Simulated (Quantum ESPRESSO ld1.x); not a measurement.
Problem. The mean radii <r> (bohr) of the occupied orbitals of an atom or ion are listed with their occupations. All-electron calculation, scalar-relativistic Kohn-Sham, LDA (Slater exchange, Perdew-Zunger correlation), spin-polarised, spherical densities, point nucleus. Program: ld1.x of Quantum ESPRESSO 7.5.

| orbital | occ. | <r> |
|---|---|---|
| 1s | 2 | 0.03711 |
| 2s | 2 | 0.1628 |
| 2p | 6 | 0.1418 |
| 3s | 2 | 0.4592 |
| 3p | 6 | 0.4625 |
| 3d | 10 | 0.4522 |
| 4s | 2 | 1.188 |
| 4p | 6 | 1.314 |

Name the element and its charge. Open shells, if any, are filled with parallel spins first.

Solution. Z = 40, zirconium, charge +4: Zr4+ in [Kr]. The 1s radius gives Z: for a bare nucleus <r> = (2 gamma + 1)/(2Z) with gamma = sqrt(1 - (Z/c)^2), 0.03641 bohr for Z = 40, and screening makes it slightly larger (0.03711 here). The occupations add up to 36, and the charge is Z minus that.
